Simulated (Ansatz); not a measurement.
Consider the ligand exchange at the Si–C bond: `[SiH3]/C=C\[SiH2]Cl` + `CC=N` → `C/C=N\[SiH2]Cl` + `C=C[SiH3]`.

Computed with Ansatz on PBE0-D4/def2-TZVP structures; ΔE is electronic, products minus reactants. CBS: MP2 limit from def2 TZ/QZ plus the TZ coupled-cluster correction, frozen cores. Double bonds are as drawn, so ΔE can hold a change between cis and trans. DFT in def2-TZVPP. B3LYP here is the variant with VWN-RPA as its local correlation; programs differ in this. One conformer a species, not always the lowest.

CCSD(T)/CBS gives -0.54 eV.

Another level gave -0.69 eV. Which?
A. r2SCAN/def2-TZVPP
B. B3LYP/def2-TZVPP
C. HF/def2-TZVPP
D. ωB97X-V/def2-TZVPP

C. HF/def2-TZVPP -0.69, ωB97X-V -0.55, r2SCAN -0.59, B3LYP -0.64 eV.

Largest T1 diagnostic among the species: 0.012.

In def2-TZVPP, CCSD(T) changes the Hartree–Fock value by +0.16 eV (the triples alone add +0.02 eV) and MP2 by +0.13 eV. The D4 term adds +0.04 eV with B3LYP and +0.02 eV with PBE0; it sums over pairs of atoms, weighted by their polarisabilities, and B3LYP, whose exchange is more repulsive, gets the larger term.
